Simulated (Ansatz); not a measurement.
# Relaxing a trial structure of C5H6ClFO

The starting geometry of this gas-phase singlet was optimised with GFN2-xTB; its bonds are those of `O=C(Cl)[C@H]1C[C@H](F)C1`.

```yaml
atoms:
  - { symbol: C, position_ang: [1.1389, 1.6823, 0.9730] }
  - { symbol: C, position_ang: [0.9354, 0.5571, 0.0160] }
  - { symbol: C, position_ang: [0.3525, -0.7116, 0.6661] }
  - { symbol: C, position_ang: [-1.0042, -0.4081, 0.0186] }
  - { symbol: C, position_ang: [-0.3664, 0.7141, -0.8094] }
  - { symbol: Cl, position_ang: [1.6498, 3.1537, 0.1268] }
  - { symbol: F, position_ang: [-1.5140, -1.4354, -0.7329] }
  - { symbol: O, position_ang: [0.9801, 1.6970, 2.1460] }
  - { symbol: H, position_ang: [1.8375, 0.4275, -0.5816] }
  - { symbol: H, position_ang: [0.3667, -0.7204, 1.7527] }
  - { symbol: H, position_ang: [0.7890, -1.6298, 0.2822] }
  - { symbol: H, position_ang: [-1.7964, -0.0988, 0.7041] }
  - { symbol: H, position_ang: [-0.8506, 1.6854, -0.7573] }
  - { symbol: H, position_ang: [-0.2412, 0.4263, -1.8501] }
```

Question: Where would you expect an optimisation with PBE-D3(BJ)/def2-SVP to take it?

Answer: It keeps its bonds, and is `O=C(Cl)[C@H]1C[C@H](F)C1`.

The energy falls by 0.12 eV over 16 steps:

```csv
step,E − E(last) (eV)
1,0.120
3,0.028
4,0.018
6,0.008
8,0.002
9,0.001
11,0.000
13,0.000
14,0.000
16,0.000
```

Final geometry (Å):

```yaml
atoms:
  - { symbol: C, position_ang: [1.0480, 1.6873, 1.0255] }
  - { symbol: C, position_ang: [0.9455, 0.5651, 0.0254] }
  - { symbol: C, position_ang: [0.3837, -0.7525, 0.6197] }
  - { symbol: C, position_ang: [-1.0000, -0.3531, 0.0690] }
  - { symbol: C, position_ang: [-0.3309, 0.6657, -0.8752] }
  - { symbol: Cl, position_ang: [1.5367, 3.2406, 0.2081] }
  - { symbol: F, position_ang: [-1.7367, -1.3498, -0.5333] }
  - { symbol: O, position_ang: [0.8355, 1.6529, 2.2018] }
  - { symbol: H, position_ang: [1.9050, 0.5175, -0.5268] }
  - { symbol: H, position_ang: [0.4926, -0.9054, 1.7097] }
  - { symbol: H, position_ang: [0.7701, -1.6305, 0.0672] }
  - { symbol: H, position_ang: [-1.6372, 0.1353, 0.8388] }
  - { symbol: H, position_ang: [-0.7918, 1.6626, -1.0123] }
  - { symbol: H, position_ang: [-0.1435, 0.2035, -1.8634] }
```

No frequencies were run, so the end isn't proven a minimum. Run with Ansatz 0.2.0, 24 s on 4 threads of Arm Neoverse V2, on a shared host.
